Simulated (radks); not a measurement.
Q: The mean radii <r> (bohr) of the occupied orbitals of an atom or ion are listed with their occupations. All-electron calculation, scalar-relativistic Kohn-Sham, exchange-only PBE, spin-polarised, spherical densities, point nucleus. Program: a radial shooting solver on a logarithmic mesh with Libxc functionals.

orbital  occ.      <r>
1s up       1  0.02842
1s down     1  0.02842
2s up       1   0.1212
2s down     1   0.1211
2p up       3   0.1057
2p down     3   0.1057
3s up       1   0.2976
3s down     1   0.2981
3p up       3   0.2891
3p down     1   0.2895

Name the element and its charge. Open shells, if any, are filled with parallel spins first.

A: Z = 51, antimony, charge +35: Sb35+ in [Ne] 3s2 3p4. The 1s radius gives Z: for a bare nucleus <r> = (2 gamma + 1)/(2Z) with gamma = sqrt(1 - (Z/c)^2), 0.028 bohr for Z = 51, and screening makes it slightly larger (0.02842 here). The occupations add up to 16, and the charge is Z minus that.
